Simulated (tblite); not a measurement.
C₅H₁₆Si₂.
SMILES with atom numbers: `[CH3:1][CH2:2][C@@H:3]([SiH3:4])[CH2:5][SiH2:6][CH3:7]` (hydrogens: H8, H9, H10 on C1; H11, H12 on C2; H13 on C3; H14, H15, H16 on Si4; H17, H18 on C5; H19, H20 on Si6; H21, H22, H23 on C7)

Computed with GFN2-xTB (tblite), gas phase: L-BFGS steps from a force-field or distance-geometry start until the largest atomic force falls under 0.01 eV/Å.

Step 41: E = -606.9788 eV
```
atom  x, y, z in Å  |  force x, y, z in eV/Å
C1      2.1751   -1.2122    0.0281    0.015  -0.008  -0.003
C2      1.2733   -0.3680    0.9397    0.025  -0.022  -0.030
C3      0.4473    0.6911    0.1995   -0.012  -0.025  -0.017
Si4     1.5597    2.0702   -0.5240   -0.023   0.000   0.020
C5     -0.4657    0.1004   -0.8826    0.002   0.013  -0.029
Si6    -1.8390   -1.0893   -0.2963    0.100  -0.022  -0.039
C7     -3.2048   -0.1700    0.6464   -0.003   0.008   0.004
H8      3.2016   -1.2214    0.3900   -0.051  -0.032   0.035
H9      1.8275   -2.2424   -0.0262   -0.006   0.049  -0.003
H10     2.1962   -0.8206   -0.9860   -0.003   0.031   0.046
H11     0.6030   -1.0310    1.4961    0.033   0.065  -0.041
H12     1.8919    0.1518    1.6775   -0.038  -0.041  -0.005
H13    -0.2002    1.1640    0.9513    0.036  -0.018  -0.017
H14     2.5067    2.5083    0.5012    0.017   0.021   0.025
H15     2.3038    1.6219   -1.7010   -0.002  -0.035  -0.027
H16     0.7109    3.1942   -0.9226   -0.034   0.020  -0.008
H17    -0.9331    0.9309   -1.4217   -0.023  -0.043   0.030
H18     0.1414   -0.4218   -1.6252    0.001   0.020   0.036
H19    -1.2855   -2.1626    0.5418   -0.044  -0.004   0.004
H20    -2.4230   -1.7123   -1.4939   -0.010   0.010  -0.007
H21    -4.0515   -0.8293    0.8084   -0.020  -0.001   0.036
H22    -3.5652    0.6910    0.0915    0.003   0.020  -0.030
H23    -2.8751    0.1841    1.6182    0.038  -0.007   0.020
```

Step 42: E = -606.9801 eV
```
atom  x, y, z in Å  |  force x, y, z in eV/Å
C1      2.1724   -1.2123    0.0300    0.017   0.000  -0.020
C2      1.2700   -0.3671    0.9398    0.040  -0.022  -0.040
C3      0.4421    0.6895    0.1971    0.032  -0.025  -0.004
Si4     1.5564    2.0705   -0.5215   -0.011   0.011   0.006
C5     -0.4648    0.0961   -0.8879    0.019   0.012  -0.009
Si6    -1.8393   -1.0884   -0.3021    0.037  -0.018  -0.015
C7     -3.1998   -0.1672    0.6494    0.008  -0.006  -0.004
H8      3.1966   -1.2299    0.3967   -0.040  -0.039   0.060
H9      1.8195   -2.2398   -0.0359   -0.016   0.043   0.009
H10     2.2050   -0.8142   -0.9806   -0.011   0.046   0.021
H11     0.6033   -1.0297    1.4996    0.016   0.057  -0.036
H12     1.8897    0.1555    1.6743   -0.037  -0.034   0.003
H13    -0.2071    1.1618    0.9473    0.026  -0.018  -0.016
H14     2.5036    2.5106    0.5038    0.006   0.008   0.020
H15     2.3034    1.6258   -1.6997   -0.018  -0.029  -0.009
H16     0.7083    3.1967   -0.9161   -0.033   0.013  -0.012
H17    -0.9248    0.9243   -1.4343   -0.043  -0.019   0.008
H18     0.1458   -0.4334   -1.6211    0.019   0.018   0.007
H19    -1.2813   -2.1595    0.5332   -0.038  -0.028   0.021
H20    -2.4324   -1.7138   -1.4940   -0.003   0.017  -0.010
H21    -4.0443   -0.8282    0.8202   -0.008   0.013   0.030
H22    -3.5655    0.6916    0.0934    0.010   0.005  -0.005
H23    -2.8616    0.1881    1.6185    0.026  -0.003  -0.005
```

**Question.** Estimate the geometry and energy of step 43. (The exact step hangs on the optimiser's Hessian estimate; all steps are aligned on step 42, rigid shifts and turns removed.)

**Answer.** E = -606.9811 eV, largest force 0.087 eV/Å
```
atom  x, y, z in Å  |  force x, y, z in eV/Å
C1      2.1705   -1.2124    0.0312    0.014   0.007  -0.025
C2      1.2681   -0.3665    0.9389    0.037  -0.008  -0.036
C3      0.4387    0.6878    0.1947    0.061  -0.011   0.000
Si4     1.5536    2.0710   -0.5193    0.004   0.023  -0.009
C5     -0.4634    0.0927   -0.8927    0.029   0.004   0.010
Si6    -1.8389   -1.0879   -0.3068   -0.025  -0.012   0.011
C7     -3.1957   -0.1652    0.6518    0.019  -0.016  -0.011
H8      3.1917   -1.2375    0.4034   -0.017  -0.044   0.073
H9      1.8125   -2.2369   -0.0433   -0.026   0.023   0.011
H10     2.2118   -0.8084   -0.9760   -0.008   0.054  -0.006
H11     0.6041   -1.0276    1.5018   -0.010   0.032  -0.026
H12     1.8874    0.1579    1.6717   -0.023  -0.019   0.013
H13    -0.2122    1.1594    0.9434    0.017  -0.018  -0.010
H14     2.5010    2.5120    0.5069   -0.007  -0.003   0.009
H15     2.3028    1.6289   -1.6986   -0.031  -0.021   0.010
H16     0.7055    3.1991   -0.9110   -0.028   0.002  -0.013
H17    -0.9186    0.9183   -1.4448   -0.053   0.002  -0.009
H18     0.1501   -0.4427   -1.6178    0.034   0.016  -0.021
H19    -1.2786   -2.1577    0.5266   -0.032  -0.047   0.032
H20    -2.4402   -1.7142   -1.4941    0.003   0.022  -0.013
H21    -4.0386   -0.8270    0.8304    0.007   0.026   0.022
H22    -3.5658    0.6921    0.0950    0.018  -0.012   0.016
H23    -2.8505    0.1914    1.6187    0.016   0.000  -0.028
```

The energy changes by -0.0010 eV. The first-order estimate −F·Δx gives -0.0014 eV and the mean of the old and new forces, exact on a quadratic surface, -0.0010 eV. The step makes an angle of 79° with the force vector and moves no atom by more than 0.014 Å.

The cost below is that of the whole relaxation. The run took 2.6 s of wall time on Arm Neoverse N1, one thread, on a shared host.
